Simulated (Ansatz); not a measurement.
Relaxation of C$_{5}$H$_{10}$OSi (17 atoms, charge 0, multiplicity 1), to a largest force component of 0.015 eV/Å in at most 40 steps.

Computed with RKS PBE0-D4/STO-3G in Ansatz.

```xyz
17
Properties=species:S:1:pos:R:3:forces:R:3
C -2.733 -0.817 -0.636 -7.17 -0.10 0.40
C -1.586 -0.733 -0.716 6.42 0.10 -0.48
C -0.139 -0.694 -0.820 1.88 0.87 2.19
C 0.572 -1.759 0.102 -5.32 -0.65 1.70
Si 0.589 1.060 -0.481 -0.08 0.26 1.15
C 2.472 1.010 -0.547 -0.12 -2.01 -0.11
O -0.002 2.235 -1.547 -1.77 0.95 4.49
H -3.806 -0.793 -0.598 -0.03 -0.16 0.09
H 0.185 -0.913 -1.797 0.24 -0.63 -2.32
H 0.120 -2.762 -0.137 0.84 0.76 -0.03
H 0.240 -1.595 1.181 0.85 0.04 -1.37
H 1.609 -1.791 0.036 2.69 0.10 -0.37
H 0.213 1.455 0.941 0.19 -0.23 -1.78
H 2.893 0.270 0.182 -0.42 0.75 -0.67
H 2.896 1.965 -0.339 0.38 1.15 0.45
H 2.837 0.730 -1.546 -0.10 -0.11 0.19
H 0.253 2.162 -2.454 1.52 -1.09 -3.52
```

Question: Where does it end, and by what steps?

Answer: It converged. Limits of this set-up: minimal basis. After 14 steps the energy has fallen by 0.864 eV; H17 moved furthest, 0.31 Å.

| step | energy less start (eV) | largest force component (eV/Å) | accepted |
| --- | --- | --- | --- |
| 0 | 0.0000 | 7.166 | yes |
| 1 | -0.7741 | 2.279 | yes |
| 2 | -0.8359 | 0.706 | yes |
| 3 | -0.8551 | 0.378 | yes |
| 4 | -0.8597 | 0.141 | yes |
| 5 | -0.8559 | 0.545 | no |
| 6 | -0.8614 | 0.091 | yes |
| 7 | -0.8622 | 0.050 | yes |
| 8 | -0.8627 | 0.040 | yes |
| 9 | -0.8630 | 0.027 | yes |
| 10 | -0.8632 | 0.028 | yes |
| 11 | -0.8635 | 0.038 | yes |
| 12 | -0.8636 | 0.039 | yes |
| 13 | -0.8637 | 0.028 | yes |
| 14 | -0.8637 | 0.009 | yes |

```xyz
17
Properties=species:S:1:pos:R:3
C -2.722 -0.687 -0.793
C -1.522 -0.707 -0.807
C -0.040 -0.707 -0.803
C 0.515 -1.772 0.186
Si 0.618 1.031 -0.385
C 2.475 1.017 -0.633
O -0.148 2.241 -1.312
H -3.798 -0.668 -0.785
H 0.303 -0.979 -1.817
H 0.141 -2.772 -0.069
H 0.208 -1.546 1.216
H 1.612 -1.795 0.149
H 0.297 1.335 0.989
H 2.954 0.331 0.072
H 2.900 2.011 -0.467
H 2.750 0.700 -1.643
H 0.071 1.996 -2.273
```

Whether the end is a true minimum wasn't checked by a vibrational analysis.

Time of the run: 74 s on 1 thread of Arm Neoverse V1 (shared host), peak memory 0.14 GiB.
